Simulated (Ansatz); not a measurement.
System: C5H9O (charge 0, doublet). SMILES: [CH2]C(=O)CCC
Geometry from a B3LYP-D3(BJ)/def2-TZVP (Ansatz, a quantum-chemistry and plane-wave program) optimisation:
```xyz
15

C      2.5775     0.6360    -0.5452
C      1.3859    -0.2012    -0.0909
C      0.0685     0.5504    -0.2131
C     -1.1465    -0.2491     0.2299
O     -1.0474    -1.4035     0.6479
C     -2.4316     0.3853     0.1475
H      2.6730     1.5472     0.0506
H      2.4765     0.9359    -1.5914
H      3.5105     0.0783    -0.4493
H      1.3267    -1.1219    -0.6753
H      1.5206    -0.5185     0.9453
H     -0.0965     0.8723    -1.2483
H      0.0976     1.4763     0.3737
H     -2.5462     1.3982    -0.2159
H     -3.3067    -0.1684     0.4584
```
Charge 0, spin multiplicity 2.

Wanted: atomisation energy, in kcal/mol. Terms: atomisation electronic, to ground-state atoms; open shells spin-unrestricted; spin-orbit terms left out; dispersion terms only where a functional's name holds one; non-relativistic. Ab initio and DFT rows: single points at B3LYP-D3(BJ) geometries (Ansatz).

```csv
species,coefficient,"E at B3LYP/STO-3G (Ansatz), Eh","E at wB97X-V/def2-TZVPD (Ansatz), Eh"
[CH2]C(=O)CCC,-1,-267.69363,-271.14236
C atom,+5,-37.35240,-37.84665
H atom,+9,-0.46753,-0.50049
O atom,+1,-74.03486,-75.06921
```

 1 Eh = 627.5095 kcal/mol.

Compute it at each level from the table.


- B3LYP/STO-3G: the sum of coefficient times E is 2.68900 Eh, or 1687.37 kcal/mol. Result: 1687.4 kcal/mol.
- wB97X-V/def2-TZVPD: the sum of coefficient times E is 2.33549 Eh, or 1465.54 kcal/mol. Result: 1465.5 kcal/mol.
